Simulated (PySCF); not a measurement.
Correlation energy of Be (beryllium, neutral)

[He] 2p2, high-spin 3P determinant (an excited configuration). All numbers are calculated (PySCF 2.14, scalar relativity by spin-free X2C-1e, in aug-cc-pVDZ-DK (4s3p2d, 23 functions)). Frozen: 1s2; 2 electrons correlated.

With two correlated electrons CCSD is exact within the correlated space (frozen core and kept virtual orbitals).

```tsv
level	correlation energy (mhartree)
CCSD	-8.27
```

Diagnostics: T1 = 0.0028, D1 = 0.0040, largest double amplitude 0.067.

Cost of the coupled-cluster step: about 0.11 core-seconds, for 2 correlated electrons.

Iterations:

```
CC2 = 0
CCSD nocc = (np.int64(2), np.int64(0)), nmo = (22, 22)
frozen orbitals [[0], [0]]
max_cycle = 100
direct = 0
conv_tol = 1e-08
conv_tol_normt = 1e-06
diis_space = 8
diis_start_cycle = 0
Init t2, MP2 energy = -0.00510271728154053
Init E_corr(UCCSD) = -0.00510271729097943
cycle = 1  E_corr(UCCSD) = -0.00703098138220421  dE = -0.00192826409  norm(t1,t2) = 0.0269388
cycle = 2  E_corr(UCCSD) = -0.00777469791727138  dE = -0.000743716535  norm(t1,t2) = 0.0111442
cycle = 3  E_corr(UCCSD) = -0.00828069469498334  dE = -0.000505996778  norm(t1,t2) = 0.0048188
cycle = 4  E_corr(UCCSD) = -0.00827357055291908  dE = 7.12414206e-06  norm(t1,t2) = 0.000647606
cycle = 5  E_corr(UCCSD) = -0.00827545762238259  dE = -1.88706946e-06  norm(t1,t2) = 8.11337e-05
cycle = 6  E_corr(UCCSD) = -0.00827467219178713  dE = 7.85430595e-07  norm(t1,t2) = 1.3397e-05
cycle = 7  E_corr(UCCSD) = -0.00827491456018364  dE = -2.42368397e-07  norm(t1,t2) = 2.76664e-06
cycle = 8  E_corr(UCCSD) = -0.00827491387884685  dE = 6.81336794e-10  norm(t1,t2) = 7.91211e-07
UCCSD converged
E(UCCSD) = -14.34520409447147  E_corr = -0.00827491387884685
```
